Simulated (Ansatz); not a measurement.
The same path of C$_{3}$H$_{7}$BO (12 atoms, charge 0, multiplicity 1) was run twice with different band settings.

Computed with RKS PBE0-D4/cc-pVDZ (Ansatz 0.2.0).

Relaxed end points:

```xyz
12
Properties=species:S:1:pos:R:3
C -1.654 0.059 0.682
B -0.174 0.278 1.167
C 1.078 0.141 0.301
C 1.005 -0.194 -1.006
O 2.088 -0.321 -1.787
H -2.130 -0.720 1.305
H -2.241 0.974 0.882
H -1.805 -0.215 -0.374
H -0.024 0.579 2.335
H 2.084 0.309 0.699
H 0.039 -0.380 -1.492
H 1.812 -0.564 -2.679
```

```xyz
12
Properties=species:S:1:pos:R:3
C -1.582 -0.038 0.572
B -0.166 0.170 1.215
C 1.156 0.121 0.428
C 1.300 -0.075 -0.901
O 0.263 -0.248 -1.741
H -2.396 -0.152 1.302
H -1.810 0.855 -0.043
H -1.605 -0.876 -0.143
H -0.080 0.408 2.404
H 2.108 0.258 0.951
H 2.290 -0.097 -1.377
H 0.599 -0.381 -2.634
```

Common settings: spring 5.0 eV/Å²; optimiser quadratic models (default); start path through a guess of the saddle point; force threshold 0.03 eV/Å; iteration limit 60; end points relaxed.

| run | movable images | climbing image |
| --- | --- | --- |
| 1 | 5 | yes |
| 2 | 4 | no |

Q: What does each run give, and how far can it be trusted?

A: Run 1: converged after 30 iterations, highest image 2.100 eV above the first end. Neighbouring images differ by up to 1.6 eV, so the band resolves the path poorly. A vibrational analysis at the climbing image gives one clearly imaginary mode, 1136i cm⁻¹: a first-order saddle point.
Run 2: converged after 24 iterations, highest image 1.632 eV above the first end. Neighbouring images differ by up to 1.2 eV, so the band resolves the path poorly. No image climbed, so the highest image needn't sit at the top of the path.
